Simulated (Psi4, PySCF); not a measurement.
Conformational energy of CH8GeOSi2, SMILES C(=O)[SiH2][SiH2][GeH3]. Scanned: dihedral C2–Si3–Si4–Ge5; all other coordinates were relaxed at GFN2-xTB. GFN2-xTB can order the conformers of Si and Ge chains otherwise than DFT does. Points at φ and −φ are mirror images. Heavy atoms are numbered in the order of the SMILES O=C[SiH2][SiH2][GeH3], hydrogens after them in the order of the atoms that carry them; the mirror image has the same energies with the sign of each dihedral reversed.

Levels: MP2/cc-pVTZ = DF-MP2 (frozen core)/cc-pVTZ // GFN2-xTB in Psi4; PBE/def2-TZVP // GFN2-xTB (Psi4); RKS-B3LYP/6-31G* = restricted B3LYP/6-31G*, spherical d, density fitting // GFN2-xTB run with PySCF 2.14.0.

Energies in kJ/mol, each method relative to its own lowest point.

| φ / ° | MP2/cc-pVTZ | PBE/def2-TZVP | RKS-B3LYP/6-31G* |
|---|---|---|---|
| -160 | 1.2 | 0.6 | 1.1 |
| -140 | 3.8 | 2.1 | 3.6 |
| -120 | 4.9 | 2.9 | 5.0 |
| -100 | 2.7 | 2.2 | 4.0 |
| -80 | 0.1 | 3.6 | 5.6 |
| -60 | 1.0 | 7.3 | 9.7 |
| -40 | 0.5 | 5.9 | 7.2 |
| -20 | 1.7 | 5.8 | 6.9 |
| 0 | 2.3 | 5.9 | 7.0 |
| 20 | 1.7 | 5.8 | 6.9 |
| 40 | 0.5 | 5.9 | 7.2 |
| 60 | 1.0 | 7.3 | 9.7 |
| 80 | 0.1 | 3.6 | 5.6 |
| 100 | 2.7 | 2.2 | 4.0 |
| 120 | 4.9 | 2.9 | 5.0 |
| 140 | 3.8 | 2.1 | 3.6 |
| 160 | 1.2 | 0.6 | 1.1 |
| 180 | 0.0 | 0.0 | 0.0 |
